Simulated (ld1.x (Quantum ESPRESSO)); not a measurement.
## PBE ultrasoft dataset for Eu (Z = 63), scalar-relativistic all-electron reference.

* Element: Eu
* Generator: ld1.x (Quantum ESPRESSO) 7.5
* Type: ultrasoft
* Functional: PBE
* Relativity: scalar-relativistic
* Frozen core: [Kr] 4d10 4f6
* Valence charge: 11
* Reference configuration: 5s2 5p6 5d1 6s2 6p0
* Partial waves: 5s (bound): rcut 2.00, rcutus 2.20 bohr; 6s (bound): rcut 2.00, rcutus 2.20 bohr; 5p (bound): rcut 2.40, rcutus 2.70 bohr; 6p (bound, empty): rcut 2.40, rcutus 2.70 bohr; 5d (bound): rcut 3.10, rcutus 3.85 bohr; 5d channel at 0.95 Ry: rcut 3.10, rcutus 3.85 bohr
* Local potential: all-electron potential smoothed inside 3.15 bohr (lloc = -1)
* Core correction: none
* Augmentation charge: PSQ, inside the norm-conserving radii

All-electron outer shells of the reference configuration (PBE, scalar-relativistic, ld1.x):

| shell | level (eV) | outermost node (bohr) | outermost maximum (bohr) |
| --- | --- | --- | --- |
| 4d | -141.58 | 0.27 | 0.57 |
| 5s | -48.22 | 0.67 | 1.21 |
| 5p | -26.63 | 0.72 | 1.38 |
| 4f | -8.36 | – | 0.59 |
| 6s | -4.06 | 1.63 | 3.43 |
| 5d | -2.64 | 0.81 | 1.98 |
| 6p | -1.33 | 1.96 | 4.63 |

(1) Estimate the cutoffs (Ry, on a coarse ladder) from which the occupation-weighted sum of valence levels, in a spherical-Bessel basis at the reference potential, stays within 10 and 1 mRy of its value at 400 Ry.

(2) What does a ghost test show?

(3) Is the overlap operator S = 1 + Σ q|β⟩⟨β| positive definite (Bessel basis up to 400 Ry)?

(4) Which valence shell sets the plane-wave cutoff?

Answers

(1) 15 Ry and 21 Ry.

(2) No extra level below or beside the all-electron valence levels (s, p, d, f tested).

(3) Yes: its lowest eigenvalue is 0.09 (p channel).

(4) 6s: its level needs 18 Ry to come within 1 mRy, against 12 Ry for 5s.

Its largest configuration-test error is -1.2 meV (5s2 5p6 5d1 6s1 6p0). Test run stopped at test 2 of 7 (negative rho).
